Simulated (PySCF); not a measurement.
Radial density of Rh⁸⁺ (rhodium, charge +8)

PW91, [Kr] 4d1, 2D determinant. All numbers are calculated (PySCF 2.14, scalar relativity by spin-free X2C-1e, in an uncontracted even-tempered set (21 s from 0.18 bohr⁻², ratio 2.5; 15 p from 0.23 bohr⁻², ratio 2.5; 11 d from 0.23 bohr⁻², ratio 2.5; 5 f from 0.98 bohr⁻², ratio 2.7; 4 g from 1.5 bohr⁻², ratio 2.7)).

```tsv
r (bohr)	4πr²ρ (e/bohr)	4πr²(ρα − ρβ)
0.0341	52.16	-0.0004
0.0574	52.46	0.0044
0.0966	71.71	0.0511
0.162	51.46	0.2214
0.273	54.51	0.2795
0.460	34.16	-0.0063
0.773	13.41	0.7620
1.30	6.019	0.8429
2.19	0.1716	0.0647
3.68	5.069e-05	0.0000
```

Densities and radii are taken from the X2C orbitals without a picture-change correction, which distorts them close to the nucleus.

Problem. Where is the radial spin density 4πr²(ρα − ρβ) most negative, and why is it negative at all?

Solution. Around r = 0.460 bohr, down to -0.0063 e/bohr: exchange with the open shell polarises the paired shells in an unrestricted calculation.
